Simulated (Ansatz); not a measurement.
Calculated with Ansatz (gas phase, PBE0-D4/def2-TZVP geometries, no zero-point term in ΔE). CBS: MP2 limit from def2 TZ/QZ plus the TZ coupled-cluster correction, frozen cores. For Ge outer-core shells are correlated without core-valence functions, which leaves a few kJ/mol of doubt a bond. Scalar relativity is left out up to krypton.

`C[B](C)[GeH3]` → `[BH2][GeH]([CH3])[CH3]`  (isomerisation)

| species | MP2/CBS(def2) energy (Eh) |
| --- | --- |
| `C[B](C)[GeH3]` | -2182.34472 |
| `[BH2][GeH]([CH3])[CH3]` | -2182.32737 |

Q: Work out ΔE.

A: ΔE = (-2182.32737) − (-2182.34472) = 0.01735 Eh = +0.47 eV. CCSD(T)/CBS gives +0.50 eV.

Largest T1 diagnostic among the species: 0.011.

From PBE to PBE0 (25 % exact exchange), in def2-TZVPP and without D4, ΔE moves by −0.03 eV.
